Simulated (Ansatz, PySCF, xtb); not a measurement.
Dimer: AsH3 (SMILES [AsH3]) (first 4 atoms) with H4OSi (SMILES O[SiH3]); geometry from B3LYP-D3(BJ)/def2-TZVP.
(charge 0, multiplicity 1):
```json
[
 {"atom": "As", "x (Å)": "-0.3709", "y (Å)": "-0.1267", "z (Å)": "-0.2445"},
 {"atom": "H", "x (Å)": "-1.8275", "y (Å)": "-0.1872", "z (Å)": "-0.6745"},
 {"atom": "H", "x (Å)": "0.1498", "y (Å)": "-0.5095", "z (Å)": "-1.6204"},
 {"atom": "H", "x (Å)": "-0.2570", "y (Å)": "1.3649", "z (Å)": "-0.5151"},
 {"atom": "O", "x (Å)": "0.7455", "y (Å)": "-1.3314", "z (Å)": "2.9145"},
 {"atom": "Si", "x (Å)": "0.6226", "y (Å)": "-0.0728", "z (Å)": "3.9712"},
 {"atom": "H", "x (Å)": "0.4865", "y (Å)": "-1.1633", "z (Å)": "1.9991"},
 {"atom": "H", "x (Å)": "1.5076", "y (Å)": "1.0587", "z (Å)": "3.5926"},
 {"atom": "H", "x (Å)": "1.0277", "y (Å)": "-0.5962", "z (Å)": "5.2915"},
 {"atom": "H", "x (Å)": "-0.7656", "y (Å)": "0.4512", "z (Å)": "4.0475"}
]
```

Monomers are frozen at their geometry in the pair; levels with a basis set take the counterpoise correction.

Frozen-core correlation. Filled d and f shells under p-block atoms count as core.

The values were computed with Ansatz (a quantum-chemistry and plane-wave program); PySCF for the dispersion terms; xtb for the GFN methods. Each number belongs to the level named beside it.

Question: One of these levels gives -15.0 kJ/mol for the interaction energy. Which one is it?
(A) SCS-MP2/def2-SVPD
(B) revPBE-D4/def2-TZVPPD
(C) GFN2-xTB

Answer: B, revPBE-D4/def2-TZVPPD. The others give -11.6 (GFN2-xTB), -8.0 (SCS-MP2/def2-SVPD)
